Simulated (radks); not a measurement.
The numbers below are computed, except where a source is named.
Ionisation of the holmium ion Ho3+, [Xe] 4f10, to [Xe] 4f9 as the strength of local exchange is varied. Code: a radial shooting solver on a logarithmic mesh with Libxc functionals. Model: scalar-relativistic Kohn-Sham, Slater X-alpha exchange (alpha = 2/3 is LDA exchange), no correlation, spin-polarised, spherical densities, point nucleus; open shells are filled with parallel spins first (spin-orbit coupling, left out, can overturn this in heavy ions).

alpha  E(Ho3+) (hartree)  exchange (hartree)  IE (eV)  -e of the level emptied (eV)  <r> of it (bohr)
0.579        -12566.5571           -220.4585   38.866                   29.360 (4f)            0.8141
0.597        -12573.4408           -227.4439   39.385                   29.835 (4f)            0.8112
0.667        -12600.2486           -254.6842   41.446                   31.725 (4f)            0.8004
0.754        -12633.6507           -288.7051   44.089                   34.166 (4f)            0.7876
0.79         -12647.4994           -302.8362   45.209                   35.205 (4f)            0.7826
0.957        -12711.9492           -368.7960   50.601                   40.239 (4f)            0.7606
0.989        -12724.3378           -381.5113   51.670                   41.243 (4f)            0.7566

NIST Atomic Spectra Database: 42.5 eV (semi-empirical). The Delta-SCF value meets it near alpha = 0.70. Open shells are spherical and high-spin; term and fine-structure splittings are not resolved. Spin-orbit splitting is averaged out at the scalar-relativistic level. No tabulated value is given for the 4+ ions of Nd, Pm and Eu to Yb, where it belongs to another shell than the one emptied here.
